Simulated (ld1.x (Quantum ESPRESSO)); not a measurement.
# technetium: one change to a PAW potential, before and after

ld1.x (Quantum ESPRESSO) 7.5 input, shortened:

```
&input
   title='Tc', zed=43., rel=1, dft='WC', iswitch=3,
   config='[Kr] 4d5 4f-2 5s1.5 5p0'
 /
 &inputp
   pseudotype=3, lpaw=.true., tm=.true., lloc=-1, rcloc=2.00,
   nlcc=.false.,
   which_augfun='BESSEL', rmatch_augfun=1.25
 /
8
5S  1  0   1.50   0.00  2.00  2.55  0.0
5S  1  0   0.00   0.30  2.00  2.55  0.0
4P  2  1   6.00   0.00  1.55  1.90  0.0
5P  3  1   0.00   0.00  1.55  1.90  0.0
4D  3  2   5.00   0.00  1.45  1.90  0.0
4D  3  2   0.00  -0.15  1.45  1.90  0.0
4F  4  3  -2.00   0.05  1.80  2.25  0.0
4F  4  3  -2.00   2.05  1.80  2.25  0.0
 &test
   configts(1)='4p6 4d5 5s1.5 5p0'
 /
```

Change: augmentation GAUSS, radius 1.20 bohr.

Cutoffs: the cutoffs (Ry, on a coarse ladder) from which the occupation-weighted sum of valence levels, in a spherical-Bessel basis at the reference potential, stays within 10 and 1 mRy of its value at 400 Ry; they do not see the model core or the augmentation charge, which bear on the density cutoff. Errors are all-electron minus pseudo energies relative to the spin-unpolarised reference configuration.

How do hardness, ghosts and transferability respond?

The potential gets neither clearly harder nor softer (30 Ry and 50 Ry → 30 Ry and 50 Ry); both files keep a bound ghost (s); of the 7 tests that both files solve, the error grows in 2 and shrinks in 1 by more than 15 % and 0.3 meV (median size 0.4 → 0.5 meV).

```tsv
quantity	base	changed
cutoff, loose	30 Ry	30 Ry
cutoff, tight	50 Ry	50 Ry
bound ghosts	s	s
error for 4p6 4d5 5s2 5p0, meV [ΔE -3.31 eV]	+0.4	+0.5
error for 4p6 4d5 5s1 5p0, meV [ΔE 4.90 eV]	-0.1	0.0
error for 4p6 4d5 5s0 5p0, meV [ΔE 19.72 eV]	+2.2	+3.9
error for 4p6 4d4 5s0 5p0, meV [ΔE 48.42 eV]	-22	-22
error for 4p6 4d5 5s1 5p1, meV [ΔE 0.53 eV]	+0.3	+0.1
error for 4p6 4d4 5s2 5p1, meV [ΔE 3.31 eV]	+0.4	+4.5
error for 4p6 4d4 5s2 5p0, meV [ΔE 8.34 eV]	-2.1	-0.5
s: phases at 2.74 bohr within 0.05 rad from the reference energy up to (Ry; the scan ends near 5)	4.0	4.0
p: phases at 2.74 bohr within 0.05 rad from the reference energy up to (Ry; the scan ends near 5)	3.3	3.3
d: phases at 2.74 bohr within 0.05 rad from the reference energy up to (Ry; the scan ends near 5)	to the end of the scan	to the end of the scan
f: phases at 2.74 bohr within 0.05 rad from the reference energy up to (Ry; the scan ends near 5)	4.1	4.1
lowest overlap eigenvalue by channel	s 0.43, p 0.12, d 0.90, f 0.96	s 0.43, p 0.12, d 0.90, f 0.96
```

 A true bound ghost makes a file unfit for plane-wave use even where its test errors are small: the radial tests pick states by their node count and pass the ghost by.
